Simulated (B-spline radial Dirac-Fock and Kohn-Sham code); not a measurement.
Zn²⁺ 3d5/2: cross section and angular parameters

System: the Zn²⁺ ion, [Ar] 3d10; threshold 37.93 eV (orbital energy of the model). Calculated with a B-spline atomic structure program, using Dirac-Hartree-Slater photoionisation with a Latter tail; cross sections with all multipoles, angular parameters from the dipole term and its interference with E2.

The run's input, task.json:

```json
{"items": [{
  "Z": 30,
  "q": 2,
  "cfg": [[1, 0, 2], [2, 0, 2], [2, 1, 6], [3, 0, 2], [3, 1, 6], [3, 2, 10]],
  "A": 64,
  "rrms": 3.9283,
  "do": "xps",
  "hv": [53.0, 59.9, 68.3, 98.5, 111.0, 171.0, 175.0, 197.0, 241.0, 640.0, 736.0, 1000, 1253.6, 1530.0, 1770.0, 1880.0, 2000, 2900.0, 2980.0, 2984.4, 3420.0, 6000, 7540.0, 7880.0, 8047.8, 9251.7, 11800.0, 12000, 12200.0, 12600.0]
}]}
```

Launch: `python xray2_run.py task.json out`

| hν (eV) | σ (kb) | β | γ | δ |
| --- | --- | --- | --- | --- |
| 53 | 5610 | 0.098 | -0.004 | 0.010 |
| 59.9 | 5660 | 0.168 | -0.003 | 0.011 |
| 68.3 | 5580 | 0.254 | -0.001 | 0.013 |
| 98.5 | 4870 | 0.538 | 0.006 | 0.015 |
| 111 | 4430 | 0.626 | 0.009 | 0.016 |
| 171 | 2510 | 0.906 | 0.027 | 0.021 |
| 175 | 2410 | 0.918 | 0.028 | 0.021 |
| 197 | 1950 | 0.980 | 0.037 | 0.023 |
| 241 | 1310 | 1.068 | 0.056 | 0.026 |
| 640 | 104 | 1.204 | 0.257 | 0.047 |
| 736 | 67.9 | 1.187 | 0.304 | 0.052 |
| 1000 | 25.4 | 1.120 | 0.417 | 0.067 |
| 1253.6 | 11.8 | 1.051 | 0.502 | 0.082 |
| 1530 | 5.92 | 0.981 | 0.577 | 0.098 |
| 1770 | 3.52 | 0.927 | 0.631 | 0.112 |
| 1880 | 2.83 | 0.904 | 0.653 | 0.119 |
| 2000 | 2.26 | 0.880 | 0.675 | 0.126 |
| 2900 | 0.563 | 0.740 | 0.800 | 0.177 |
| 2980 | 0.507 | 0.730 | 0.809 | 0.182 |
| 2984.4 | ? | ? | ? | ? |
| 3420 | 0.298 | 0.681 | 0.853 | 0.206 |
| 6000 | 0.0310 | 0.499 | 1.019 | 0.335 |
| 7540 | 0.0119 | 0.432 | 1.067 | 0.404 |
| 7880 | 0.00985 | 0.420 | 1.074 | 0.418 |
| 8047.8 | 0.00900 | 0.414 | 1.077 | 0.425 |
| 9251.7 | 0.00496 | 0.378 | 1.093 | 0.473 |
| 11800 | 0.00173 | 0.322 | 1.112 | 0.567 |
| 12000 | 0.00161 | 0.318 | 1.113 | 0.574 |
| 12200 | 0.00149 | 0.315 | 1.113 | 0.581 |
| 12600 | 0.00130 | 0.308 | 1.115 | 0.595 |

**Question.** Give the values at Ag Lα (2984.4 eV).

**Answer.** σ = 0.504 kb, β = 0.730, γ = 0.810, δ = 0.182.
